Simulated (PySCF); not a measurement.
Species: fac-MoCl3(H2O)3 (quartet state).
Bonds: Mo1–Cl2, Mo1–O3, Mo1–Cl6, Mo1–O7, Mo1–Cl10, Mo1–O11. Hydrogens: H4, H5 on O3; H8, H9 on O7; H12, H13 on O11.

Method: PySCF 2.14.0, PBE0-D3(BJ)/def2-SVP geometry optimisation, gas phase, def2 core potentials past Kr.

Task: What internal coordinates does the optimisation give?

Result: 
| bond | length (Å) |
| --- | --- |
| Mo1–Cl2, Mo1–Cl6, Mo1–Cl10 | 2.389 |
| Mo1–O3, Mo1–O7, Mo1–O11 | 2.226 |
| O3–H4 and 5 like bonds | 0.975 |

Bonds in one row agree within 0.01 Å and their mean is given. A selection of angles:
| angle | degrees |
| --- | --- |
| Cl2–Mo1–O3 | 173.4 |
| Cl2–Mo1–Cl6 | 103.6 |
| Cl2–Mo1–O7 | 80.4 |
| O3–Mo1–O7 | 95.3 |
| O3–Mo1–Cl10 | 80.5 |
| Mo1–O3–H4 | 100.5 |
| Mo1–O3–H5 | 100.9 |
| H4–O3–H5 | 104.8 |

Mo1 (molybdenum bonded to 3 Cl and 3 O) is distorted octahedral (the three widest angles are 173.6°, 173.5° and 173.4°, the others run from 80.1° to 103.6°). All 3 Cl–Mo bonds measure 2.389 Å. All 3 Mo–O bonds measure 2.226 Å. O3 (oxygen bonded to Mo and 2 H) is pyramidal (angles 104.8°, 100.9° and 100.5°, sum 306.2°, 0.51 Å off the plane of its three neighbours).

Point group: C3v (every atom within 0.08 Å of its image). No frequency check. ⟨S²⟩ = 3.764 (exact for a quartet: 3.75).

The run took 4.3 min wall on an Arm Neoverse V2 with one thread, on a shared host. This is the geometry optimisation.

For an open-shell metal species like this, the optimisation's SCF solution wasn't tested for stability and no frequencies at its level were run, so a lower state or another shape may exist.
